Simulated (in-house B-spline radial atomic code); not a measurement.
A fraction x of an electron is moved 4p → 5f in Xe⁵⁺, starting from [Kr] 4d10 5s2 5p1 and keeping the highest spin. All numbers are computed (scalar-relativistic (X2C) r2SCAN, spin-polarised, spherical fractional occupations; Fermi nucleus of rms radius 4.7859 fm) with a B-spline radial code for spherical atoms, not measured.

```
    x  E(x) - E(0) (eV)  4p down level (eV)  5f up level (eV)
    0            0.0000            -205.438                 -
0.125           23.1977            -207.276           -21.382
 0.25                 ?                   ?                 ?
0.375                 ?                   ?                 ?
  0.5           93.5513            -212.645           -23.183
0.625          117.3146            -214.401           -23.648
 0.75          141.2402            -216.141           -24.084
0.875          165.3292            -217.865           -24.498
    1          189.5820            -219.574           -24.896
```

Task: What belongs in the row x = 0.25?

Result: An energy change of 46.5002 eV; 4p down at -209.084 eV, 5f up at -22.103 eV.

Task: What belongs in the row x = 0.375?

Result: An energy change of 69.9480 eV; 4p down at -210.873 eV, 5f up at -22.677 eV.

Task: Check Janak's theorem between x = 0.5 and 0.625.

Result: The slope of the energy is 190.11 eV; the orbital levels give 190.11 eV (ε of the receiving orbital less ε of the emptying one, averaged over the two points).
